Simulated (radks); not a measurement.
S IX, 8 electrons, occupied as [He] 2s2 2p4 (the NIST ground configuration).

Method: scalar-relativistic Kohn-Sham, BLYP, spin-polarised, spherical densities, finite nucleus; open shells are filled with parallel spins first; Fermi nuclear charge, rms radius 3.2611 fm; computed with a radial shooting solver on a logarithmic mesh with Libxc functionals.

Energy parts (hartree):
total: -366.62397
kinetic: 368.33701
electron-nucleus: -809.57321
Hartree: 94.57008
exchange-correlation: -19.95785

Orbitals (lengths in bohr, moments of r in powers of bohr):
orbital  occ.  eigenvalue (hartree)      <r>
1s up       1             -97.35188  0.09676
1s down     1             -97.18183  0.09660
2s up       1             -15.18104   0.4502
2s down     1             -14.85393   0.4537
2p up       3             -13.38226   0.4029
2p down     1             -13.00989   0.4074
3s up       0              -5.37178    1.189
3s down     0              -5.30451    1.201
3p up       0              -4.86506    1.194
3p down     0              -4.79430    1.211

The highest occupied level is 2p down at -354.02 eV. Spin moment in Bohr magnetons: 2. The density falls to 0.001 e/bohr^3 at r = 1.37 bohr. The spin density at the nucleus is -0.750 e/bohr^3 (1s -3.340, 2s 2.590).
